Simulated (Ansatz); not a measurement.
Cost and result for the atomization energy of `N[SiH2]S[SiH2]N` (13 atoms, 12 bonds).

```xyz
13

N    -0.2849   -2.7019    1.6737
Si    0.3489   -1.5232    0.6083
S    -0.9211    0.2009    0.4279
Si    0.2665    1.3709   -0.9282
N    -0.4423    2.8853   -1.2891
H    -0.3082   -2.5123    2.6632
H    -1.0920   -3.2369    1.3943
H     1.6679   -1.0862    1.1304
H     0.4999   -2.1455   -0.7307
H     0.4184    0.6187   -2.1986
H     1.5920    1.6144   -0.3063
H    -1.2657    2.9195   -1.8692
H    -0.4793    3.5963   -0.5757
```

Charge 0, multiplicity 1. The structure was optimised at the PBE0-D4/def2-TZVP level. It is one conformer, not always the lowest. Program: Ansatz. All runs use 4 threads of a server CPU on a shared host. Times are those of one run each, without the atoms' runs, and a repeat can differ threefold. Electronic energies, without spin–orbit coupling; frozen cores. CCSD(T)/CBS adds CCSD(T) − MP2 in def2-TZVPP to the MP2 limit, and its time is that of the two runs behind it. T1 = 0.011. HSE06 is the plane-wave form, built on full-range PBE exchange.

CCSD(T)/CBS is a level of theory with its own doubt, some kJ/mol a heavy atom from the limit and from the frozen cores, so smaller differences don't rank the functionals.

| level | functions | wall time |
| --- | --- | --- |
| PBE-D4/def2-TZVPP (with forces) | 300 | 3.6 s |
| BLYP-D4/def2-TZVPP | 300 | 3.7 s |
| PBE0-D4/def2-TZVPP | 300 | 5.5 s |
| CCSD(T)/def2-SVP | 122 | 6 s |
| BHLYP-D4/def2-TZVPP | 300 | 6.5 s |
| HSE06-D4/def2-TZVPP | 300 | 6.5 s |
| CAM-B3LYP-D4/def2-TZVPP | 300 | 7.5 s |
| r2SCAN-D4/def2-TZVPP (with forces) | 300 | 8 s |
| B97M-V/def2-TZVPP | 300 | 13 s |
| ωB97M-V/def2-TZVPP (with forces) | 300 | 17 s |
| MP2/def2-QZVPP | 564 | 50 s |
| CCSD(T)/def2-TZVPP | 300 | 4.1 min |
| CCSD(T)/CBS(def2) | – | 5 min |

Problem. What atomization energy does each give, and how far from CCSD(T)/CBS? (Estimate.)

Solution. The calculation gave: 
| level | atomization (kJ/mol) | difference from CCSD(T)/CBS | per bond |
| --- | --- | --- | --- |
| PBE-D4/def2-TZVPP (with forces) | 4311.4 | 13.3 | 1.1 |
| BLYP-D4/def2-TZVPP | 4274.0 | -24.1 | -2.0 |
| PBE0-D4/def2-TZVPP | 4255.8 | -42.3 | -3.5 |
| CCSD(T)/def2-SVP | 3902.7 | -395.4 | -33.0 |
| BHLYP-D4/def2-TZVPP | 4196.7 | -101.4 | -8.5 |
| HSE06-D4/def2-TZVPP | 4258.5 | -39.6 | -3.3 |
| CAM-B3LYP-D4/def2-TZVPP | 4306.1 | 8.0 | 0.7 |
| r2SCAN-D4/def2-TZVPP (with forces) | 4272.6 | -25.5 | -2.1 |
| B97M-V/def2-TZVPP | 4304.5 | 6.4 | 0.5 |
| ωB97M-V/def2-TZVPP (with forces) | 4314.8 | 16.7 | 1.4 |
| MP2/def2-QZVPP | 4267.1 | -31.0 | -2.6 |
| CCSD(T)/def2-TZVPP | 4150.3 | -147.8 | -12.3 |
| CCSD(T)/CBS(def2) | 4298.1 | 0.0 | 0.0 |

From r2SCAN to r2SCAN0 (25 % exact exchange), in def2-TZVPP and without D4, the atomization energy moves by −55.7 kJ/mol: exact exchange takes away binding that semilocal exchange gives to molecules. The D4 term adds +52.1 kJ/mol with B3LYP and +27.5 kJ/mol with PBE0; it sums over pairs of atoms, weighted by their polarisabilities, and B3LYP, whose exchange is more repulsive, gets the larger term. At CCSD(T), def2-SVP lies −395.4 kJ/mol from the extrapolated value and def2-TZVPP −147.8 kJ/mol: correlation converges slowly with the basis, and small sets miss more of it in the bonded molecule than in its fragments.

B3LYP here is the variant with VWN-RPA as its local correlation; programs differ in this.
